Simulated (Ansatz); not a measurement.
Program: Ansatz. Geometries: PBE0-D4/def2-TZVP. ΔE: electronic, gas phase. CBS: MP2 limit from def2 TZ/QZ plus the TZ coupled-cluster correction, frozen cores. This one scheme is used for every species. DFT in def2-TZVPP. B3LYP here is the variant with VWN-RPA as its local correlation; programs differ in this. HSE06 is defined as in plane-wave codes. For Ga outer-core shells are correlated without core-valence functions, which leaves a few kJ/mol of doubt a bond. Scalar relativity is left out up to krypton.

`[CH3][Al]([CH3])[GaH2]` + CH₃OH → `C[O][GaH2]` + `[CH3][AlH][CH3]`  (cleavage of the Ga–Al bond)

```csv
level,ΔE (kJ/mol),difference from CCSD(T)/CBS
PBE-D4,-36.0,9.7
PBE0-D4,-34.5,11.2
r2SCAN0-D4,-44.5,1.2
BHLYP-D4,-48.0,-2.3
CAM-B3LYP-D4,-54.7,-9.0
B3LYP,-48.0,-2.3
r2SCAN0,-44.9,0.8
HSE06,-34.7,11.0
BHLYP,-50.1,-4.4
CAM-B3LYP,-55.4,-9.7
MP2/def2-SVP,-71.7,-26.0
CCSD/def2-SVP,-62.6,-16.9
HF/def2-QZVPP,-55.4,-9.7
HF/CBS(def2),-55.6,-9.9
MP2/CBS(def2),-53.8,-8.1
CCSD/CBS(def2),-44.7,1.0
CCSD(T)/CBS,-45.7,0
```

Largest T1 diagnostic among the species: 0.015.

At CCSD(T), def2-SVP lies −18.2 kJ/mol from the extrapolated value and def2-TZVPP −3.8 kJ/mol. Leaving LDA and LC-ωPBE aside and taking each functional with its dispersion term where it has one, the values, not all of them listed here, spread over 27.0 kJ/mol, from B97M-V to HSE06-D4. LDA lies −6.5 kJ/mol from PBE without D4. From r2SCAN to r2SCAN0 (25 % exact exchange), in def2-TZVPP and without D4, ΔE moves by +4.2 kJ/mol.

CCSD(T)/CBS has its own doubt, a few kJ/mol and more with outer-core shells, so smaller differences from it don't rank the levels.
